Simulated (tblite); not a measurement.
Species: C₃H₁₁FGe₂Si.
Bonds: F1–Si2, Si2–C3, C3–Ge4, Ge4–C5, C5–Ge6, Ge6–C7, Ge4–C7. Hydrogens: H8, H9 on Si2; H10, H11 on C3; H12 on Ge4; H13, H14 on C5; H15, H16 on Ge6; H17, H18 on C7.

Computed with GFN2-xTB (tblite), gas phase: L-BFGS steps from a force-field or distance-geometry start until the largest atomic force falls under 0.01 eV/Å.

Step 49: E = -608.1829 eV
```
atom  x, y, z in Å  |  force x, y, z in eV/Å
F1      3.4622    0.0270   -1.4589   -0.015   0.027   0.032
Si2     3.1088    0.2390    0.0982   -0.025  -0.026   0.014
C3      1.5077   -0.7128    0.4078   -0.048  -0.014  -0.026
Ge4    -0.0579    0.0582   -0.5621    0.013  -0.003   0.020
C5     -1.6620   -1.1264   -0.8135    0.010  -0.001  -0.009
Ge6    -2.7570    0.1154    0.2940    0.001  -0.003  -0.020
C7     -1.1644    1.2749    0.5906    0.027   0.003  -0.022
H8      4.2387   -0.3423    0.8131   -0.008   0.012  -0.009
H9      2.9627    1.6778    0.2627    0.019   0.002   0.001
H10     1.2601   -0.7198    1.4686    0.032  -0.026  -0.018
H11     1.6382   -1.7494    0.0999   -0.007   0.001   0.003
H12     0.3618    0.7144   -1.8703    0.001  -0.001   0.002
H13    -1.5699   -2.1371   -0.4238    0.018   0.022   0.023
H14    -1.9867   -1.2025   -1.8486   -0.004  -0.013   0.013
H15    -3.3679   -0.4967    1.5381    0.030   0.016  -0.012
H16    -3.8898    0.7707   -0.4634    0.001   0.006   0.022
H17    -0.8346    1.3209    1.6268   -0.012  -0.001  -0.022
H18    -1.2588    2.2950    0.2291   -0.032  -0.002   0.008
```

Step 50: E = -608.1833 eV
```
atom  x, y, z in Å  |  force x, y, z in eV/Å
F1      3.4594    0.0309   -1.4585   -0.016   0.027   0.034
Si2     3.1067    0.2392    0.0993   -0.014  -0.012   0.016
C3      1.5061   -0.7143    0.4075   -0.014  -0.010  -0.016
Ge4    -0.0567    0.0559   -0.5622   -0.010   0.034  -0.005
C5     -1.6610   -1.1262   -0.8136   -0.009  -0.005  -0.001
Ge6    -2.7553    0.1160    0.2941   -0.004  -0.015  -0.010
C7     -1.1634    1.2749    0.5894    0.040  -0.001  -0.029
H8      4.2391   -0.3416    0.8117   -0.019   0.014  -0.012
H9      2.9604    1.6784    0.2673    0.019  -0.013   0.000
H10     1.2597   -0.7214    1.4681    0.025  -0.028  -0.006
H11     1.6384   -1.7503    0.0999   -0.007  -0.013  -0.002
H12     0.3633    0.7125   -1.8709    0.001  -0.007   0.010
H13    -1.5701   -2.1370   -0.4248    0.020   0.011   0.030
H14    -1.9891   -1.2023   -1.8472    0.001  -0.010  -0.004
H15    -3.3667   -0.4951    1.5384    0.031   0.014  -0.010
H16    -3.8885    0.7704   -0.4620   -0.005   0.011   0.014
H17    -0.8320    1.3221    1.6248   -0.014   0.001  -0.013
H18    -1.2590    2.2944    0.2269   -0.027   0.002   0.005
```

Step 51: E = -608.1837 eV
```
atom  x, y, z in Å  |  force x, y, z in eV/Å
F1      3.4551    0.0386   -1.4574   -0.016   0.024   0.027
Si2     3.1037    0.2397    0.1014   -0.005   0.006   0.017
C3      1.5043   -0.7167    0.4075    0.021  -0.007  -0.003
Ge4    -0.0555    0.0527   -0.5626   -0.029   0.057  -0.031
C5     -1.6610   -1.1264   -0.8141   -0.021  -0.007   0.007
Ge6    -2.7534    0.1167    0.2942   -0.001  -0.018  -0.001
C7     -1.1607    1.2746    0.5869    0.036  -0.003  -0.028
H8      4.2396   -0.3406    0.8090   -0.025   0.012  -0.011
H9      2.9571    1.6791    0.2740    0.016  -0.026   0.000
H10     1.2594   -0.7239    1.4681    0.014  -0.028   0.005
H11     1.6394   -1.7521    0.1010   -0.008  -0.026  -0.010
H12     0.3652    0.7081   -1.8720    0.002  -0.010   0.013
H13    -1.5717   -2.1374   -0.4263    0.021   0.002   0.035
H14    -1.9922   -1.2013   -1.8464    0.007  -0.010  -0.018
H15    -3.3639   -0.4925    1.5393    0.030   0.010  -0.004
H16    -3.8874    0.7708   -0.4594   -0.010   0.015   0.007
H17    -0.8285    1.3234    1.6216   -0.013   0.002  -0.005
H18    -1.2582    2.2935    0.2235   -0.019   0.007   0.000
```

**Question.** Estimate the geometry and energy of step 52. (The exact step hangs on the optimiser's Hessian estimate; all steps are aligned on step 51, rigid shifts and turns removed.)

**Answer.** E = -608.1843 eV, largest force 0.091 eV/Å
```
atom  x, y, z in Å  |  force x, y, z in eV/Å
F1      3.4466    0.0540   -1.4552   -0.014   0.020   0.012
Si2     3.0987    0.2415    0.1057    0.003   0.025   0.013
C3      1.5023   -0.7211    0.4079    0.050  -0.005   0.012
Ge4    -0.0538    0.0475   -0.5644   -0.041   0.062  -0.052
C5     -1.6624   -1.1272   -0.8150   -0.027  -0.007   0.012
Ge6    -2.7502    0.1177    0.2949    0.005  -0.013   0.005
C7     -1.1550    1.2741    0.5816    0.013  -0.002  -0.019
H8      4.2404   -0.3385    0.8035   -0.026   0.006  -0.004
H9      2.9506    1.6801    0.2874    0.012  -0.036   0.003
H10     1.2587   -0.7283    1.4684   -0.001  -0.027   0.017
H11     1.6419   -1.7562    0.1035   -0.009  -0.035  -0.021
H12     0.3691    0.6987   -1.8744    0.005  -0.008   0.008
H13    -1.5758   -2.1390   -0.4293    0.021  -0.005   0.038
H14    -1.9980   -1.1990   -1.8459    0.015  -0.011  -0.028
H15    -3.3584   -0.4880    1.5416    0.027   0.003   0.007
H16    -3.8858    0.7721   -0.4546   -0.016   0.020  -0.001
H17    -0.8219    1.3258    1.6158   -0.010   0.003   0.003
H18    -1.2556    2.2920    0.2167   -0.007   0.011  -0.007
```

The energy changes by -0.0006 eV. The first-order estimate −F·Δx gives -0.0008 eV and the mean of the old and new forces, exact on a quadratic surface, -0.0006 eV. The step makes an angle of 81° with the force vector and moves no atom by more than 0.018 Å.

What follows is the cost of the whole relaxation. Time: 1.2 s wall. Hardware: Arm Neoverse V1, one thread (shared host).
